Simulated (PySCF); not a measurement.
A structure optimised at PBE-D3(BJ)/def2-SVP, used in a PySCF frequency run:

```xyz
13

C     -3.4695     1.0279     0.4771
C     -2.6220     0.0075     0.2595
C     -1.1662    -0.0090     0.6398
C     -0.2578    -0.0887    -0.5931
Se     1.6689    -0.2513    -0.1804
H     -3.1387     1.9495     0.9856
H     -4.5244     0.9797     0.1648
H     -2.9960    -0.8970    -0.2568
H     -0.9507    -0.8820     1.2945
H     -0.9182     0.8988     1.2298
H     -0.4757    -0.9969    -1.1926
H     -0.4046     0.7838    -1.2592
H      1.7590     1.0829     0.4687
```
Charge 0, spin multiplicity 1.

Question: Write its SMILES and formula.

Answer: C=CCC[SeH], C4H8Se

Question: What are its rotational constants (standard atomic weights)?

Answer: 17.371, 0.94363, 0.93418 GHz
